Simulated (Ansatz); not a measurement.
Born–Oppenheimer molecular dynamics of CH5ClGe (8 atoms, charge 0, multiplicity 1). It goes on from the last frame of an earlier run, with new velocities.

All numbers below come from Ansatz, RKS B3LYP-D4/def2-SVP.

```
ensemble             : NVT, Langevin thermostat
time step            : 0.5 fs
steps asked          : 150
set temperature      : 300 K
friction             : 0.001 /fs
temperature schedule : 37 steps to 300 K, then 113 steps to 600 K
seed                 : 438936
```

First frame:

```xyz
8
Properties=species:S:1:pos:R:3
Ge -0.035 -0.038 0.032
H 0.366 -0.104 1.455
Cl 1.941 0.299 -1.069
H -0.850 1.169 -0.170
C -1.049 -1.654 -0.617
H -1.877 -1.703 0.199
H -1.526 -1.734 -1.568
H -0.656 -2.746 -0.613
```

(1) How far do the bonds stretch over the last three quarters of this one trajectory? (Pairs bonded in most of those frames.)

## Answers

(1) 
```json
{"bond": "Ge1–H2", "mean (Å)": "1.555", "spread (Å)": "0.066", "shortest": "1.45", "longest": "1.65"}
{"bond": "Ge1–Cl3", "mean (Å)": "2.174", "spread (Å)": "0.063", "shortest": "2.10", "longest": "2.30"}
{"bond": "Ge1–H4", "mean (Å)": "1.557", "spread (Å)": "0.056", "shortest": "1.47", "longest": "1.64"}
{"bond": "Ge1–C5", "mean (Å)": "1.974", "spread (Å)": "0.063", "shortest": "1.86", "longest": "2.04"}
{"bond": "C5–H6", "mean (Å)": "1.108", "spread (Å)": "0.029", "shortest": "1.06", "longest": "1.17"}
{"bond": "C5–H7", "mean (Å)": "1.105", "spread (Å)": "0.044", "shortest": "1.04", "longest": "1.18"}
{"bond": "C5–H8", "mean (Å)": "1.107", "spread (Å)": "0.024", "shortest": "1.05", "longest": "1.16"}
```

Mean temperature of the second half: 485 K. The schedule's set-point averaged 500 K over the second half and the system 485 K. A run of 0.075 ps of so small a system gives no equilibrium averages.

The run took 9.8 min on 1 thread of Arm Neoverse V1 (shared host), peak memory 0.18 GiB.
